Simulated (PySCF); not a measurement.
CH5Br2NSi. Atoms are numbered in the order given.

```xyz
10

C      1.4270    -1.7999     0.0000
Si    -0.0664    -0.6999     0.0000
N     -1.5773    -1.5104     0.0000
Br     0.0361     0.5747     1.8347
Br     0.0361     0.5747    -1.8347
H      1.4141    -2.4413    -0.8945
H      1.4141    -2.4413     0.8945
H      2.3519    -1.2056     0.0000
H     -2.1475    -1.4838    -0.8381
H     -2.1475    -1.4838     0.8381
```
Charge 0, spin multiplicity 1.

Geometry: PBE0-D3(BJ)/def2-SVP. A frequency run showed that this geometry is not a minimum. This is a generated structure with no PubChem entry under its InChIKey; it may be hypothetical. The values are those of a single conformer.

All values below come from TDDFT-PBE/def2-SVPD (PySCF 2.14.0).

Vertical excitations.  State labels are in the subgroup Cs.

| state | symmetry | energy (eV) | λ (nm) | f | main pairs |
|---|---|---|---|---|---|
| S1 | A' | 5.74 | 216 | 0.045 | HOMO→LUMO 97 % |
| S2 | A" | 6.16 | 201 | 0.000 | HOMO→LUMO+2 80 %, HOMO−1→LUMO 18 % |
| S3 | A' | 6.22 | 199 | 0.014 | HOMO→LUMO+1 97 % |
| S4 | A" | 6.28 | 198 | 0.087 | HOMO−1→LUMO 75 %, HOMO→LUMO+2 16 % |
| S5 | A" | 6.35 | 195 | 0.000 | HOMO−3→LUMO 95 % |
| S6 | A' | 6.35 | 195 | 0.046 | HOMO−2→LUMO 93 % |
| S7 | A" | 6.64 | 187 | 0.000 | HOMO−1→LUMO+1 91 % |
| S8 | A' | 6.71 | 185 | 0.018 | HOMO−1→LUMO+2 86 % |
| S9 | A' | 6.80 | 182 | 0.045 | HOMO−2→LUMO+1 98 % |
| S10 | A" | 6.81 | 182 | 0.001 | HOMO−3→LUMO+1 82 %, HOMO−2→LUMO+2 16 % |
| T1 | A' | 5.41 | 229 | 0 | HOMO→LUMO 99 % |
| T2 | A" | 5.82 | 213 | 0 | HOMO−1→LUMO 99 % |
| T3 | A' | 5.96 | 208 | 0 | HOMO→LUMO+1 99 % |
| T4 | A' | 6.02 | 206 | 0 | HOMO−2→LUMO 99 % |
Triplets are in the Tamm–Dancoff approximation, which puts them higher than full response would, so one can lie above its singlet here.
